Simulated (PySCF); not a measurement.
# How methods differ on the excitation energy of Bi

Bi [Xe] 4f14 5d10 6s2 6p3 (4S) → Bi [Xe] 4f14 5d10 6s1 6p3 7s1 (6S), as a difference of total energies. Computed with PySCF 2.14 in aug-cc-pVQZ-DK3, with scalar relativity by spin-free X2C-1e. Correlated levels: valence: [Xe] 4f14 5d10 frozen. The calculations carry no spin-orbit coupling.

| method | excitation energy (eV) |
| --- | --- |
| UHF | 11.259 |
| MP2 (valence) | 12.149 |
| SCS-MP2 (valence) | 12.499 |
| CCSD (valence) | 12.226 |
| CCSD(T) (valence) | 12.264 |

Problem. How much does correlation contribute at CCSD(T) (valence)?

Solution. 12.264 − (11.259) = 1.005 eV, measured against UHF.

Spin-orbit coupling is strong in these open shells (close to jj coupling). The scalar numbers leave it out and a first-order estimate fails, so it can dominate the gap to the real levels.

The upper state lies above the first ionisation limit. A Rydberg-like electron needs more diffuse functions than a valence basis has.

The promoted electron is Rydberg-like, and one or two diffuse shells describe it only roughly, which tends to raise the upper state.
